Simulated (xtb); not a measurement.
xtb input:

```bash
xtb mol.xyz --gfnff --opt tight --chrg 0 --uhf 0
```
mol.xyz:
```
11

C     -1.85426733     0.16959933     0.15915329
C     -0.42817483    -0.14043422    -0.20349939
O     -0.07230831    -0.83387966    -1.12113626
O      0.42913392     0.46702689     0.64298674
C      1.82311297     0.23895862     0.38704490
H     -2.52230582    -0.33652117    -0.53162408
H     -2.02171473     1.24668551     0.11879386
H     -2.05722758    -0.15398592     1.18076024
H      2.09237989     0.59834537    -0.60548024
H      2.35607642     0.79512628     1.15308032
H      2.05416205    -0.82357041     0.45347323
```

Q: What final total energy does it print?

A: -1.70233 Eh (GFN-FF).
